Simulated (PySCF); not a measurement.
Members of one family of related compounds. Method used: TDDFT CAM-B3LYP/def2-SVPD, vertical, gas phase, core orbitals frozen in the response in PySCF. Geometries: GFN2-xTB; one conformer of each isolated species. Triplets are in the Tamm–Dancoff approximation.

Question: Rank by computed lowest singlet excitation energy, lowest first.
A. `C#C[Si@H]1[C@H](F)[C@@H]1N=C`
B. `C#C[Si@H]1[C@H](C#N)[C@@H]1F`
C. `C#C[Si@@H]1[C@H](F)[C@@H]1SC`
D. `C#C[Si@@H]1[C@H](Cl)[C@@H]1F`

Answer: A (4.27 eV), C (5.11 eV), D (5.25 eV), B (5.52 eV).

| SMILES | S1 (eV) | HOMO (eV) | f (S1) | T1 (eV) | gap (eV) | α (au) | S1 mainly |
| --- | --- | --- | --- | --- | --- | --- | --- |
| C#C[Si@H]1[C@H](F)[C@@H]1N=C | 4.27 | -7.75 | 0.044 | 3.47 | 7.59 | 94.8 | H→L (61%) |
| C#C[Si@@H]1[C@H](F)[C@@H]1SC | 5.11 | -7.58 | 0.030 | 4.34 | 7.82 | 105.5 | H→L (88%) |
| C#C[Si@@H]1[C@H](Cl)[C@@H]1F | 5.25 | -8.35 | 0.033 | 4.29 | 8.37 | 85.5 | H→L+1 (52%) |
| C#C[Si@H]1[C@H](C#N)[C@@H]1F | 5.52 | -8.85 | 0.045 | 4.33 | 8.41 | 87.5 | H→L+1 (57%) |

H and L stand for HOMO and LUMO.
